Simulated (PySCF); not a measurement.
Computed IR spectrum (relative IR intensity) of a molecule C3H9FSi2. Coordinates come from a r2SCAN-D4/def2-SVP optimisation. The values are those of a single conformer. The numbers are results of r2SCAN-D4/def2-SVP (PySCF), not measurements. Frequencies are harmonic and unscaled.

Lines under 2 % of the strongest are left out, and lines within 2 cm⁻¹ are merged.

ν (cm⁻¹): 326 (vw), 397 (vw), 620 (w), 657 (m), 684 (m), 724 (w), 865 (m), 896 (s), 904 (m), 924 (m), 931 (s), 939 (m), 942 (m), 947 (m), 1003 (w), 1049 (w), 1053 (w), 1171 (m), 1253 (w), 1324 (w), 1442 (w), 2217 (m), 2224 (s), 2232 (s), 2242 (vs), 3115 (vw) (against the strongest line: vs over 80 %, s over 45 %, m over 15 %, w over 4 %, vw less)

Q: Which molecule gave these data?
A) C=C(F)C([SiH3])[SiH3]
B) F[C@]1([SiH3])C[C@H]1[SiH3]
C) C=C(F)[SiH2][SiH2]C
D) F/C([SiH3])=C\C[SiH3]

A: B, F[C@]1([SiH3])C[C@H]1[SiH3]
